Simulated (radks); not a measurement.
Values are calculated unless marked as measured or tabulated.
Question: Species: Al II. Configuration: [Ne] 3s2. Code: a radial shooting solver on a logarithmic mesh with Libxc functionals. Model: scalar-relativistic Kohn-Sham, BLYP, spin-polarised, spherical densities, point nucleus. Some entries of the table are withheld. Estimate them.

orbital  occ.  eigenvalue (eV)  <r^2> (bohr^2)  r(max) (bohr)
1s          2        -1520.809         0.01946        0.07835
2s          2        -116.2842          0.4710         0.4962
2p          6         -77.9690          0.4631            (1)
3s          2         -14.7202             (2)          1.992
3p          0          -8.9538             (3)            (4)

Answer: 
(1) 2p r(max) (bohr): 0.4273
(2) 3s <r^2> (bohr^2): 6.502
(3) 3p <r^2> (bohr^2): 10.00
(4) 3p r(max) (bohr): 2.396
